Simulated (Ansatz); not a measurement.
A nudged elastic band was laid between two geometries of F6Mo + H4OSi (13 atoms, charge 0, multiplicity 1).

Computed with RKS PBE/def2-SVP (Ansatz 0.2.0).

```yaml
movable_images: 5
climbing_image: yes
spring: 5.0 eV/Å²
optimiser: quadratic models (default)
start_path: through a guess of the saddle point
force_threshold: 0.05 eV/Å
iteration_limit: 60
end_points: relaxed
```

Initial state:

```xyz
13
Properties=species:S:1:pos:R:3
Mo -0.474 -0.232 -0.460
F -0.461 -0.141 1.388
F 1.365 -0.306 -0.492
F -0.440 1.603 -0.568
F -2.318 -0.191 -0.436
F -0.536 -2.073 -0.355
F -0.512 -0.343 -2.299
O 1.751 1.609 1.845
Si 3.397 1.417 2.166
H 3.766 -0.028 2.391
H 4.109 1.944 0.958
H 3.825 2.197 3.384
H 1.145 1.224 2.503
```

Final state:

```xyz
13
Properties=species:S:1:pos:R:3
Mo 0.368 0.166 -0.539
F 0.406 0.653 3.093
F 1.470 0.147 -2.018
F -0.032 1.954 -0.829
F -0.866 0.155 0.917
F 0.633 -1.652 -0.289
F -1.091 -0.259 -1.606
O 1.703 0.591 0.622
Si 2.826 1.033 1.871
H 2.947 -0.107 2.827
H 4.100 1.210 1.095
H 2.388 2.330 2.466
H -0.236 0.459 2.415
```

Which bonds break or form, and what moves?

Bonds broken: Mo1–F2, O8–H13. Bonds formed: Mo1–O8, F2–H13. F6Mo + H4OSi becomes F5H3MoOSi + FH.

What energy profile does the band end with?

It converged. The highest image is number 3 of 0 to 6, 0.41 eV above the first end and 0.74 eV above the last; the last end lies 0.33 eV below the first. A vibrational analysis at the climbing image gives one clearly imaginary mode, 287i cm⁻¹: a first-order saddle point. The orbitals stay closed-shell, which can raise the energy where a bond breaks towards radicals; this wasn't checked here.

| image | path coordinate (Å) | energy (eV) | Mo1–F2 (Å) | O8–H13 (Å) | Mo1–O8 (Å) |
| --- | --- | --- | --- | --- | --- |
| 0 | 0.00 | 0.00 | 1.85 | 0.97 | 3.69 |
| 1 | 2.42 | 0.02 | 1.85 | 0.97 | 3.69 |
| 2 | 4.85 | 0.03 | 1.88 | 0.98 | 2.35 |
| 3 | 7.28 | 0.41 | 2.22 | 1.26 | 2.04 |
| 4 | 9.09 | 0.07 | 3.62 | 1.79 | 1.87 |
| 5 | 10.90 | -0.20 | 3.66 | 2.66 | 1.82 |
| 6 | 12.70 | -0.33 | 3.66 | 2.64 | 1.82 |

What is the geometry of the highest image?


```xyz
13
Properties=species:S:1:pos:R:3
Mo 0.155 0.161 -0.046
F -0.861 0.641 1.864
F 1.959 0.162 -0.647
F -0.086 1.953 -0.416
F -1.667 -0.102 -0.261
F 0.286 -1.541 0.654
F 0.068 -0.382 -1.814
O 1.290 0.769 1.534
Si 2.994 0.992 1.689
H 3.698 -0.311 1.478
H 3.455 2.055 0.742
H 3.139 1.448 3.111
H 0.187 0.836 2.136
```

What are the harmonic wavenumbers there?

287i, 40, 49, 112, 118, 164, 185, 194, 256, 267, 302, 313, 342, 400, 434, 456, 568, 643, 655, 668, 693, 703, 721, 857, 905, 913, 928, 992, 1039, 1825, 2191, 2210, 2222 cm⁻¹.

The band took 37 iterations and roughly 30 core-minutes.

Run time: 8.5 min on 4 threads of Arm Neoverse V2, on a shared host, peak memory 0.3 GiB.
